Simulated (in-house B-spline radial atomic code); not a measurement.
Configurations of the erbium ion Er²⁺, with energies counted from [Xe] 4f12. Computed with an all-electron radial atomic-structure program (B-spline basis): scalar-relativistic (X2C) LC-wPBE, spin-polarised, spherical fractional occupations, exact exchange averaged over the configuration, Fermi nucleus of rms radius 5.2516 fm. Shells without spins written out take the highest spin.

Occupations are held fixed; configurations that lie above the ionisation limit could autoionise.

```
             configuration  E - E(ref) (eV)  highest orbital  its <r> (bohr)
             [Xe] 4f11 5d1           4.4245            5d up           2.245
             [Xe] 4f11 6p1           9.4082            6p up           3.909
    [Kr] 4d10 4f13 5s2 5p5           24.984          4f down          0.8576
[Kr] 4d10 4f12 5s2 5p5 5d1           26.621            5d up           2.263
[Kr] 4d10 4f12 5s2 5p5 6f1           41.725            6f up           10.23
 [Kr] 4d9 4f12 5s2 5p6 6d1           178.03            6d up           5.605
```

(1) Order these further configurations by energy, lowest first.
A. [Kr] 4d10 4f12 5s2 5p5 6p1
B. [Kr] 4d10 4f12 5s2 5p5 5f1
C. [Xe] 4f11 5f1
D. [Kr] 4d10 4f12 5s2 5p5 6d1
E. [Xe] 4f11 6s1

(2) How far above the reference does [Kr] 4d9 4f13 5s2 5p6 lie?

Results:

(1) E (4.4548 eV), C (16.714 eV), A (31.642 eV), D (37.169 eV), B (38.893 eV).

(2) 162.15 eV; its least bound orbital is 4f down with <r> = 0.8135 bohr.
